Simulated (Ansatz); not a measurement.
The cluster Au₂F₂, relaxed as a triplet with UKS PBE0-D4/def2-TZVP in Ansatz, starting from the PBE0-D4/def2-TZVP geometry of the neutral singlet. Force threshold 0.02 eV/Å.

In the def2 sets Au takes a core potential; there is no spin–orbit coupling. The relaxation made no stability test and no search for a lower SCF solution. At PBE0-D4/def2-TZVP a singlet of charge 0 lies 1.38 eV below the triplet, each at its own geometry. The structure comes from a short search, and lower isomers may exist.

Start:

| atom | x (Å) | y (Å) | z (Å) |
| --- | --- | --- | --- |
| Au1 | -1.266 | -1.404 | 0.276 |
| Au2 | 0.412 | 0.457 | -0.090 |
| F3 | 0.167 | 1.062 | 1.711 |
| F4 | 0.687 | -0.115 | -1.897 |

Problem. Estimate the energy that the relaxation releases and the steps that it takes.

Solution. 8.1 kcal/mol, in 9 steps; 27 s on 4 threads of Arm Neoverse V2 on a shared host. No frequencies were taken in this run, so the end may be a saddle point.

Problem. Does the start keep its bonding and symmetry?

Solution. Bonds formed: Au1–F4 (atoms count from 1). Point group C2v at the start, Cs at the end, both within 0.05 Å.

Problem. Predict the relaxed structure.

Solution. 
```xyz
4

Au   -1.1460   -1.5814   -0.3680
Au    0.3726    0.5329    0.1571
F     0.4520    1.4611    1.8144
F     0.3214   -0.4126   -1.6034
```
Bond lengths (bridged metal pairs left out): 3 × Au–F 1.90 to 2.25 Å.
